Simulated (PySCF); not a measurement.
A structure optimised at PBE0-D3(BJ)/def2-SVP, used in a PySCF frequency run:

```xyz
12

Si    -0.4409     0.3647     0.2420
O     -1.1994    -1.0165     0.7453
F     -1.3922     1.1511    -0.8201
C      1.1729     0.0188    -0.6249
C      2.1757    -0.7548     0.2283
H     -0.3060     1.2086     1.4531
H     -1.3458    -1.7059     0.0912
H      0.9446    -0.5281    -1.5576
H      1.5944     0.9861    -0.9505
H      2.4458    -0.1981     1.1397
H      3.1089    -0.9572    -0.3192
H      1.7633    -1.7226     0.5539
```
Charge 0, spin multiplicity 1.

Write its SMILES and formula.

CC[SiH](O)F, C2H7FOSi

What are its rotational constants (standard atomic weights)?

6.0139, 2.6688, 2.0567 GHz
